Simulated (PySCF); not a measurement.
## Electronic absorption of (H2Al-mu-PH2)2

Compound: (H2Al-mu-PH2)2.
Geometry (PBE0-D3(BJ)/def2-SVP, Å), atoms numbered from 1 in this order:
```xyz
12
Al2H8P2 angstrom
Al    -1.680   -0.183   -0.660
H     -2.625    1.087   -0.495
H     -2.087   -1.559   -1.344
P     -0.502   -0.582    1.456
Al     1.696    0.180    0.671
H      2.659   -1.078    0.518
H      2.082    1.565    1.352
P      0.522    0.559   -1.451
H     -1.032    0.108    2.574
H     -0.533   -1.914    1.935
H      0.566    1.884   -1.948
H      1.051   -0.150   -2.556
```

Computed with TDDFT PBE0/def2-SVPD, vertical, gas phase, core orbitals frozen in the response (PySCF 2.14.0, density-fitted response routines).

Q: What does the calculation give for the low-lying excited states?

A: 

```json
{"state": "S1", "λ (nm)": "251.9", "E (eV)": "4.92", "f": "0.0000", "|μ| (D)": "0.01", "main configurations (H = HOMO, L = LUMO)": "H→L (98%)"}
{"state": "S2", "λ (nm)": "234.5", "E (eV)": "5.29", "f": "0.0000", "|μ| (D)": "0.01", "main configurations (H = HOMO, L = LUMO)": "H-1→L (98%)"}
{"state": "S3", "λ (nm)": "219.0", "E (eV)": "5.66", "f": "0.0000", "|μ| (D)": "0.01", "main configurations (H = HOMO, L = LUMO)": "H→L+1 (98%)"}
{"state": "S4", "λ (nm)": "206.5", "E (eV)": "6.00", "f": "0.0006", "|μ| (D)": "0.16", "main configurations (H = HOMO, L = LUMO)": "H→L+2 (98%)"}
{"state": "S5", "λ (nm)": "204.2", "E (eV)": "6.07", "f": "0.058", "|μ| (D)": "1.59", "main configurations (H = HOMO, L = LUMO)": "H-3→L (93%)"}
{"state": "S6", "λ (nm)": "202.7", "E (eV)": "6.12", "f": "0.0000", "|μ| (D)": "0.04", "main configurations (H = HOMO, L = LUMO)": "H-2→L (93%)"}
{"state": "S7", "λ (nm)": "195.9", "E (eV)": "6.33", "f": "0.0000", "|μ| (D)": "0.02", "main configurations (H = HOMO, L = LUMO)": "H→L+3 (93%)"}
{"state": "S8", "λ (nm)": "188.8", "E (eV)": "6.57", "f": "0.0000", "|μ| (D)": "0.00", "main configurations (H = HOMO, L = LUMO)": "H-1→L+2 (47%), H-4→L (29%), H-2→L+1 (21%)"}
{"state": "S9", "λ (nm)": "188.7", "E (eV)": "6.57", "f": "0.0000", "|μ| (D)": "0.03", "main configurations (H = HOMO, L = LUMO)": "H-1→L+2 (48%), H-4→L (24%), H-2→L+1 (24%)"}
{"state": "S10", "λ (nm)": "186.6", "E (eV)": "6.64", "f": "0.0000", "|μ| (D)": "0.00", "main configurations (H = HOMO, L = LUMO)": "H-3→L+1 (95%)"}
{"state": "S11", "λ (nm)": "186.2", "E (eV)": "6.66", "f": "0.326", "|μ| (D)": "3.59", "main configurations (H = HOMO, L = LUMO)": "H-1→L+1 (90%)"}
{"state": "S12", "λ (nm)": "186.2", "E (eV)": "6.66", "f": "0.0023", "|μ| (D)": "0.30", "main configurations (H = HOMO, L = LUMO)": "H-2→L+1 (51%), H-4→L (44%)"}
{"state": "S13", "λ (nm)": "180.5", "E (eV)": "6.87", "f": "0.099", "|μ| (D)": "1.95", "main configurations (H = HOMO, L = LUMO)": "H-1→L+3 (90%)"}
{"state": "S14", "λ (nm)": "180.5", "E (eV)": "6.87", "f": "0.013", "|μ| (D)": "0.70", "main configurations (H = HOMO, L = LUMO)": "H-2→L+2 (80%), H-5→L (10%)"}
```

Triplets, Tamm–Dancoff:

| state | E (eV) | λ (nm) | main configurations (H = HOMO, L = LUMO) |
| --- | --- | --- | --- |
| T1 | 4.52 | 274.3 | H→L (96%) |
| T2 | 4.99 | 248.6 | H-1→L (94%) |
| T3 | 5.41 | 229.3 | H→L+1 (92%) |
| T4 | 5.56 | 223.1 | H→L+2 (76%) |

The lowest singlet comes at 252 nm (475 kJ/mol) in the ultraviolet; it is dark (f under 0.0005); its leading configuration is HOMO→LUMO (98%). The strongest level in the table is S11 at 6.66 eV (186 nm, f = 0.326). S8/S9, S11/S12 and S13/S14 lie within about 0.01 eV of each other in each set. Löwdin shares by element: HOMO phosphorus 41%, aluminium 28% (atoms not listed hold the other 31%); LUMO phosphorus 50%, aluminium 22% (atoms not listed hold the other 28%). Weighted by f, the mean energy of these states is 6.64 eV. Of the 14 states listed, 4 reach f = 0.01 and 8 stay under 0.0005. The listed states span 1.95 eV. Orbitals of the list HOMO-3 to LUMO+2 that lie within 0.01 eV of each other are written together with a slash and their weights summed (≥ marks a lower bound); for degenerate orbitals outside that list single weights are arbitrary. The window holds the lowest 15 singlets. The highest level found (6.91 eV, f 0.0001 so far) is left out, since the window may have cut off a degenerate partner.

One conformer stands for the species.
